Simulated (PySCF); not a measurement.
**Ionisation energy of Ne⁵⁺ by level of theory**

Ne⁵⁺ [He] 2s2 2p1 [2p1/2^1, M_J = 1/2] → Ne⁶⁺ [He] 2s2, as a difference of total energies. All numbers are calculated (PySCF 2.14, the two-component X2C-1e Hamiltonian, in an even-tempered Gaussian basis (18 s from 0.45 bohr⁻², ratio 2.4; 11 p from 0.58 bohr⁻², ratio 2.4; 5 d from 2.6 bohr⁻², ratio 2.6; 5 f from 3.9 bohr⁻², ratio 2.6)). Correlated levels: nothing frozen; the 30 highest virtual spinors dropped. "Screened" scales the spin-orbit matrix elements by Boettger's factors to mimic the two-electron term; Breit and QED terms are absent.

Problem. Order these methods by the ionisation energy they give, lowest first.
A. GHF (screened spin-orbit)
B. GHF (spin-free)
C. GMP2 (spin-free)
D. GMP2 (screened spin-orbit)

Solution. B (158.01 eV), A (158.12 eV), C (158.20 eV), D (158.30 eV).

For comparison: 157.93 eV (measured; NIST Atomic Spectra Database, ionization energies).
